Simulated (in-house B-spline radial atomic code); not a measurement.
Configurations of Ne IV (Ne3+), with energies counted from [He] 2s2 2p3. All numbers are computed (non-relativistic LDA VWN5, spin-polarised, spherical fractional occupations; point nucleus) with a B-spline radial code for spherical atoms, not measured. Shells without spins written out take the highest spin.

```csv
configuration,E - E(ref) (eV),highest orbital,its <r> (bohr)
"[He] 2s2 2p(2 up, 1 down)",5.6823,2p down,0.7601
[He] 2s2 2p2 3s1,59.543,3s up,2.19
[He] 2s1 2p3 3s1,70.085,3s up,2.185
[He] 2s2 2p2 3d1,71.235,3d up,2.318
[He] 2s1 2p3 3d1,81.693,3d up,2.296
```

Problem. Order these further configurations by energy, lowest first.
A. [He] 2s1 2p4
B. [He] 2s(1 up, 0 down) 2p(0 up, 3 down) 3s(0 up, 1 down)
C. [He] 2s(0 up, 1 down) 2p(0 up, 3 down) 3d(1 up, 0 down)
D. [He] 2s2 2p(0 up, 2 down) 3p(0 up, 1 down)
E. [He] 2s1 2p3 3p1

Solution. A (22.412 eV), D (64.689 eV), E (75.285 eV), B (80.433 eV), C (83.217 eV).

Problem. How far above the reference does [He] 2s2 2p(0 up, 2 down) 3s(1 up, 0 down) lie?

Solution. 60.356 eV; its least bound orbital is 3s up with <r> = 2.232 bohr.
